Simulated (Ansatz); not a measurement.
CH$_{5}$SSn, SMILES `[CH3][SnH][SH]` radical, relaxed with UKS PBE0-D4/def2-TZVP in Ansatz from a PBE-D4/def2-SVP geometry. The force threshold is 0.005 eV/Å; the program also tests the step.

The species carries charge 0 and has multiplicity 2. Sn takes the def2 core potential.

Start:

```xyz
8

C     1.214    0.046   -0.329
Sn   -0.429   -0.486    1.048
S    -2.493    0.515    0.115
H     1.460    1.120   -0.234
H     0.868   -0.178   -1.358
H     2.102   -0.568   -0.080
H    -0.785   -2.200    0.857
H    -1.936    1.751   -0.020
```

(1) How much energy does the relaxation release, and in how many steps? (Estimate.)

(2) Which bonds change most? (An estimate is asked.)

(3) Give the relaxed structure. (Best estimate.)

Answers

(1) Ansatz gave: 5.37 kJ/mol, in 8 steps, 1 of them rejected.

(2) Computed: Sn2–S3 from 2.476 to 2.422 Å; C1–Sn2 from 2.209 to 2.163 Å; Sn2–H7 from 1.761 to 1.730 Å; S3–H8 from 1.363 to 1.343 Å.

(3) Computed: 
```xyz
8

C     1.191    0.040   -0.328
Sn   -0.435   -0.506    0.990
S    -2.448    0.535    0.136
H     1.366    1.113   -0.276
H     0.904   -0.241   -1.342
H     2.095   -0.494   -0.034
H    -0.796   -2.191    0.837
H    -1.877    1.745    0.017
```
